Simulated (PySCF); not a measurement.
SMILES C[Si](C)(C)[SiH2]B(O)O, GFN2-xTB optimised geometry.

```
21

C      0.52    -2.09    -1.54
Si     1.10    -1.11     0.00
C      0.53    -2.09     1.54
C      3.02    -1.11     0.00
Si     0.21     1.05     0.00
B     -1.73     1.14     0.34
O     -2.40     2.12     1.02
O     -2.48     0.13    -0.14
H     -0.56    -2.11    -1.59
H      0.89    -1.64    -2.45
H      0.87    -3.12    -1.52
H      0.87    -1.61     2.46
H      0.92    -3.10     1.55
H     -0.55    -2.15     1.58
H      3.41    -0.60     0.88
H      3.42    -2.12     0.00
H      3.41    -0.59    -0.87
H      0.94     1.91     0.97
H      0.56     1.72    -1.27
H     -1.88     2.84     1.37
H     -3.42     0.21     0.03
```

Density from B3LYP/def2-SVP (PySCF) at that geometry.

Minimum of the electron density along straight lines between bonded atoms, close to the bond critical point (lines longer than 1.1 times the sum of covalent radii, or with two minima, are not listed):

```
bond     length / Å  ρ at the minimum / e bohr⁻³  ∇²ρ there / e bohr⁻⁵  position (fraction from the first atom)
-------  ----------  ---------------------------  --------------------  ---------------------------------------
C1–Si2        1.913                        0.108                  0.31                                     0.62
Si2–C3        1.916                        0.108                  0.31                                     0.38
Si2–C4        1.914                        0.108                  0.31                                     0.38
Si5–B6        1.975                        0.113                  0.12                                     0.38
B6–O7         1.364                        0.198                  1.12                                     0.33
B6–O8         1.352                        0.206                  1.19                                     0.33
C1–H9         1.086                        0.273                 -0.98                                     0.62
C1–H10        1.086                        0.272                 -0.97                                     0.62
C1–H11        1.087                        0.271                 -0.97                                     0.62
C3–H12        1.086                        0.272                 -0.97                                     0.62
C3–H13        1.087                        0.272                 -0.97                                     0.62
C3–H14        1.086                        0.273                 -0.97                                     0.62
C4–H15        1.086                        0.273                 -0.97                                     0.62
C4–H16        1.087                        0.272                 -0.97                                     0.62
C4–H17        1.086                        0.273                 -0.97                                     0.62
Si5–H18       1.486                        0.110                  0.32                                     0.49
Si5–H19       1.479                        0.111                  0.33                                     0.49
O7–H20        0.955                        0.360                 -2.46                                     0.82
O8–H21        0.960                        0.354                 -2.34                                     0.81
```
